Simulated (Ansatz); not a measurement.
```yaml
crystal:
  periodic: [false, false, false]
  atoms:
    - {symbol: C, position_ang: [-1.154111, -0.371599, -0.021406]}
    - {symbol: N, position_ang: [-0.210559, 0.273530, -0.065309]}
    - {symbol: B, position_ang: [1.047131, 0.409057, 0.082516]}
    - {symbol: F, position_ang: [1.511565, 0.859961, 1.116431]}
    - {symbol: Cl, position_ang: [2.054864, 0.095251, -1.146532]}
    - {symbol: H, position_ang: [-2.048347, 0.004886, -0.290020]}
    - {symbol: H, position_ang: [-1.144148, -1.333740, 0.282185]}
basis:
  gaussian: {orbitals: ANO-RCC-VTZP, point_charges: [{charge: -1.00, position_ang: [5.176, -0.458, 0.985]}]}
magnetization: {spin_polarized: true, initial_magnetization: 1}
hamiltonian: {xc: {name: HF}}
correlation: {method: rpa}
```

```sh
$ ansatz run in.yaml --threads 2 --pin off --events-out ev --progress --plain --max-ram 4352MiB
```

It prints (some lines left out):

```
Error: a molecule whose nuclei and cores have a total charge of 46 cannot have a net charge of 0 together with 1 unpaired electrons
```

What is wrong with this run?

The number of unpaired electrons doesn't fit the electron count. The input was rejected before any iteration.
